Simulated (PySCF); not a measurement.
Atom-mapped SMILES (the numbers label the heavy atoms): `[CH3:1][c:2]1[cH:3][cH:4][n:5][cH:6][cH:7]1`; H(Xn) means a hydrogen on atom n.

One computed conformer, no relativistic terms, gas phase, fast rotation and ring inversion assumed for equivalent nuclei. σ from GIAO-B97-2/pcSseg-2; coordinates at the PBE0-D3(BJ)/def2-TZVP level; PySCF 2.14.0 with density-fitted response routines.

Q: List the cross peaks expected in HSQC, COSY and HMBC spectra.

A: 

HSQC (one-bond C–H):
```csv
δH,δC
8.80 (H(C4)/H(C6)),158.2 (C4/C6)
7.24 (H(C3)/H(C7)),129.9 (C3/C7)
2.40 (H(C1)),23.8 (C1)
```

COSY cross peaks (H two or three bonds apart, from the bond graph; peaks can be absent where the dihedral angle is near 90°):
```csv
δH,δH
8.80 (H(C4)/H(C6)),7.24 (H(C3)/H(C7))
```

HMBC (two and three bonds, from the bond graph):
```csv
δH,δC
8.80 (H(C4)/H(C6)),"158.2 (C4/C6), 154.1 (C2), 129.9 (C3/C7)"
7.24 (H(C3)/H(C7)),"158.2 (C4/C6), 154.1 (C2), 129.9 (C3/C7), 23.8 (C1)"
2.40 (H(C1)),"154.1 (C2), 129.9 (C3/C7)"
```

δ = σ(ref) − σ, references computed at the same level: $^{1}$H, $^{13}$C vs TMS.

Short H···H contacts in this conformer between protons four or more bonds apart (candidates for NOE cross peaks, intensity ∝ r⁻⁶): H(C1)···H(C3) 2.45 Å.

Shifts are as computed. Against solution values, carbons near 30 ppm lie about +3 ppm off and those near 130 ppm about +7 ppm. Of 1211 compounds with measured shifts, 218 miss one by over three times the rms of a fit or turn the order of signals round; such compounds aren't used in these exercises.
